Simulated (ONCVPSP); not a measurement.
Sn (Z = 50), ONCV: configuration errors across variants

Sn (Z = 50), optimised norm-conserving Vanderbilt (ONCV), made with ONCVPSP 4.0.1 (BLYP, scalar-relativistic). Core [Ar] 3d10, reference 4s2 4p6 4d10 5s2 5p2. Waves: 4s+5s: rc 1.50 bohr, ncon 4, nbas 8, qcut 7.7 1/bohr, 2 projectors; 4p+5p: rc 1.65 bohr, ncon 3, nbas 8, qcut 8.6 1/bohr, 2 projectors; 4d: rc 1.00 bohr, ncon 3, nbas 7, qcut 10.5 1/bohr, local. Local part: the d channel. Core correction: Teter function, fcfact 2.25, rcfact 1.4.

All-electron excitation energies from the reference (eV): (1) 4s2 4p6 4d10 5s2 5p1 6.801; (2) 4s2 4p6 4d10 5s2 5p0 20.782; (3) 4s2 4p6 4d10 5s1 5p0 51.874; (4) 4s2 4p6 4d9 5s2 5p2 32.459.

Errors AE − PS in meV (a dash: test not solved or not reliable):

```csv
change,(1),(2),(3),(4),bound ghosts,GHOST(+) flags above zero
base,-1.5,-4.6,-14,+0.7,none,none
d: rc 0.7,-1.5,-4.6,-13,+2.0,none,none
d: rc 0.82,-1.5,-4.6,-14,+2.6,none,none
d: rc 1.08,-1.5,-4.6,-14,+0.3,none,none
d: rc 1.2,-1.5,-4.7,-14,-0.2,none,none
d: rc 1.34,-1.5,-4.7,-15,-0.5,none,none
d: rc 1.44,-1.5,-4.8,-15,-0.8,none,none
```

Problem. Give the same row for: d: rc 0.92.

Solution. -1.5, -4.6, -14, +1.5; bound ghosts: none; GHOST(+) flags above zero: none.
